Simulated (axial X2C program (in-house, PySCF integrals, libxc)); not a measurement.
# Excited states of CsH by EOM-EE-CCSD

Computed with an axial X2C code built on PySCF integrals: two-component X2C with atomic mean-field Coulomb and Gaunt terms, Gaussian nuclei, basis Cs dyall-acv3z, H dyall-av3z with contracted cores.

R = 2.476 Å (near the PBE0 minimum at charge 0 of the determinant lowest at the starting distance; the state shown can have its own minimum elsewhere).

Hartree–Fock spinors of CsH (one of each Kramers pair; a window near the gap, which can cut inner shells):

| ω | occupied | ε (eV) | character |
| --- | --- | --- | --- |
| 1/2 | yes | -19.04 | 98% Cs p |
| 3/2 | yes | -17.30 | 99% Cs p |
| 1/2 | yes | -17.21 | 95% Cs p |
| 1/2 | yes | -6.19 | 68% H s, 12% Cs d, 11% Cs s |
| 1/2 | no | -0.14 | 62% Cs s, 37% Cs p |
| 1/2 | no | 0.11 | 98% Cs p |
| 3/2 | no | 0.11 | 98% Cs p |
| 1/2 | no | 0.18 | 80% Cs p, 18% Cs s |
| 1/2 | no | 0.31 | 72% Cs s, 24% Cs p, 3% Cs d |
| 1/2 | no | 0.40 | 89% Cs p, 11% Cs d |

Vertical excitation energies from the closed-shell determinant state of CsH:

```json
{"Ω": "0⁻", "excitation (eV)": "2.548", "cm⁻¹": "20553", "hole of the leading pair": "67% H sσ, 12% Cs dσ, 11% Cs sσ", "particle of the leading pair": "70% Cs sσ, 19% Cs pσ, 9% H sσ", "weight of the pair (for Ω = 0 its time-reversed partner can hold as much again)": "0.46", "singles weight": "0.92"}
{"Ω": "1", "excitation (eV)": "2.548", "cm⁻¹": "20554", "hole of the leading pair": "67% H sσ, 12% Cs dσ, 11% Cs sσ", "particle of the leading pair": "70% Cs sσ, 19% Cs pσ, 9% H sσ", "weight of the pair (for Ω = 0 its time-reversed partner can hold as much again)": "0.92", "singles weight": "0.92"}
{"Ω": "0⁺", "excitation (eV)": "2.832", "cm⁻¹": "22841", "hole of the leading pair": "68% H sσ, 12% Cs dσ, 11% Cs sσ", "particle of the leading pair": "66% Cs sσ, 27% Cs pσ", "weight of the pair (for Ω = 0 its time-reversed partner can hold as much again)": "0.44", "singles weight": "0.89"}
{"Ω": "0⁻", "excitation (eV)": "3.771", "cm⁻¹": "30417", "hole of the leading pair": "68% H sσ, 12% Cs dσ, 11% Cs sσ", "particle of the leading pair": "79% Cs pπ, 18% Cs dπ", "weight of the pair (for Ω = 0 its time-reversed partner can hold as much again)": "0.45", "singles weight": "0.90"}
{"Ω": "0⁺", "excitation (eV)": "3.773", "cm⁻¹": "30428", "hole of the leading pair": "68% H sσ, 12% Cs dσ, 11% Cs sσ", "particle of the leading pair": "80% Cs pπ, 18% Cs dπ", "weight of the pair (for Ω = 0 its time-reversed partner can hold as much again)": "0.45", "singles weight": "0.90"}
{"Ω": "1", "excitation (eV)": "3.779", "cm⁻¹": "30482", "hole of the leading pair": "68% H sσ, 12% Cs dσ, 11% Cs sσ", "particle of the leading pair": "77% Cs pπ, 21% Cs dπ", "weight of the pair (for Ω = 0 its time-reversed partner can hold as much again)": "0.86", "singles weight": "0.90"}
{"Ω": "2", "excitation (eV)": "3.809", "cm⁻¹": "30720", "hole of the leading pair": "68% H sσ, 12% Cs dσ, 11% Cs sσ", "particle of the leading pair": "78% Cs pπ, 21% Cs dπ", "weight of the pair (for Ω = 0 its time-reversed partner can hold as much again)": "0.90", "singles weight": "0.90"}
{"Ω": "1", "excitation (eV)": "3.816", "cm⁻¹": "30779", "hole of the leading pair": "68% H sσ, 12% Cs dσ, 11% Cs sσ", "particle of the leading pair": "77% Cs pπ, 22% Cs dπ", "weight of the pair (for Ω = 0 its time-reversed partner can hold as much again)": "0.86", "singles weight": "0.90"}
{"Ω": "0⁻", "excitation (eV)": "3.959", "cm⁻¹": "31930", "hole of the leading pair": "68% H sσ, 12% Cs dσ, 11% Cs sσ", "particle of the leading pair": "47% Cs pσ, 36% Cs dσ, 11% H sσ", "weight of the pair (for Ω = 0 its time-reversed partner can hold as much again)": "0.45", "singles weight": "0.91"}
{"Ω": "1", "excitation (eV)": "3.959", "cm⁻¹": "31934", "hole of the leading pair": "68% H sσ, 12% Cs dσ, 11% Cs sσ", "particle of the leading pair": "47% Cs pσ, 36% Cs dσ, 11% H sσ", "weight of the pair (for Ω = 0 its time-reversed partner can hold as much again)": "0.91", "singles weight": "0.91"}
```

This point took 23 s on 1 thread of Arm Neoverse V2, on a shared host.

Reference electrons by ω block (each with its −ω partner): 1/2: 18, 3/2: 8, 5/2: 2. 10 electrons of CsH correlated (inner shells frozen), 88 natural virtual spinors (a truncated set); levels can be off by some tenths of an eV. Roots sought by Ω: (0: 5, 1: 4, 2: 3, 3: 1); the list ends where they run out and leaves out roots under 60 % singles weight. The solver can skip a root, and states that need a further excitation, which the method places far too high, are missing though they may lie low or lowest. T1 of the reference 0.014 (Lee–Taylor). Number of frozen shells: Cs 4 s, 3 p, 2 d; H none.
